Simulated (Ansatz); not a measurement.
`[NH2][Ga]([F])[GeH3]` + silanol → `[NH2][Ga]([F])[O][SiH3]` + GeH₄ at 400 K and 1 bar (cleavage of the Ga–Ge bond).

Program: Ansatz. Geometries: PBE0-D4/def2-TZVP. ΔE: electronic, gas phase. CCSD(T)/CBS adds triple-zeta CCSD(T) − MP2 to the extrapolated MP2 energy (def2 sets, frozen cores). For Ga, Ge outer-core shells are correlated without core-valence functions, which leaves a few kJ/mol of doubt a bond. Scalar relativity is left out up to krypton. One conformer a species, not always the lowest.

| species | CCSD(T)/CBS energy (Eh) | H − E (kJ/mol) | S (J/(mol·K)) |
| --- | --- | --- | --- |
| `[NH2][Ga]([F])[GeH3]` | -4157.63173 | 169.4 | 417.8 |
| `O[SiH3]` | -366.69042 | 120.0 | 276.4 |
| `[NH2][Ga]([F])[O][SiH3]` | -2445.83503 | 188.7 | 437.7 |
| GeH₄ | -2078.49493 | 93.6 | 231.8 |

H − E and S are ideal-gas, rigid-rotor, harmonic terms from PBE0-D4/def2-TZVP, for one conformer and one mirror image of each species. 1 Eh = 2625.50 kJ/mol, R = 8.31446 J/(mol·K).

By hand: ΔE, ΔH, ΔS and ΔG.

ΔE = (-2445.83503) + (-2078.49493) − (-4157.63173) − (-366.69042) = -0.00781 Eh = -20.5 kJ/mol. Δ(H − E) = 188.7 + 93.6 − 169.4 − 120.0 = -7.1, so ΔH = -27.6 kJ/mol. ΔS = 437.7 + 231.8 − 417.8 − 276.4 = -24.7 J/(mol·K). ΔG = -27.6 − 400 × (-24.7)/1000 = -17.7 kJ/mol.

By hand: the equilibrium constant, and the temperature at which ΔG would vanish if ΔH and ΔS stayed fixed.

log₁₀ K = −ΔG/(RT ln 10) = 2.3. ΔG = 0 at ΔH/ΔS = 1117 K.

TΔS isn't small against ΔH here. A doubt of 5 kJ/mol in ΔE shifts log₁₀ K by 0.7 here. Other conformers and mirror images would add mixing entropy, several J/(mol·K) or more a flexible species. Modes under 60 cm⁻¹, often nearly free rotors, make the harmonic entropy too high. These are equilibria of isolated gas molecules and say nothing of rates. Largest T1 diagnostic: 0.013 (customary marks: 0.02 for closed shells, 0.045 for open ones).
